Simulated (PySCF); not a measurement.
In(F)(Cl)(Me) (CH3ClFIn), SMILES [CH3][In]([F])[Cl].

Geometry: PBE-D3(BJ)/def2-SVP. The def2 effective core potentials stand for the cores of In; spin–orbit coupling is left out.

Calculation: HF/def2-TZVP (PySCF).

```
Item                                                                                                             Value
---------------------------------------------------------------------------------------------  -----------------------
total energy                                                                                        -787.92267 hartree
highest occupied level                                                                                       -11.67 eV
lowest empty level                                                                                             0.95 eV
orbital gap                                                                                                   12.62 eV
dipole moment                                                                                                   4.49 D
quadrupole, principal values (traceless, Buckingham form, about the centre of nuclear charge)  -11.78, 0.39, 11.40 D·Å
mean static polarisability                                                                        53.0 bohr³ (7.85 Å³)
polarisability, principal values                                                                39.8, 49.5, 69.7 bohr³
```
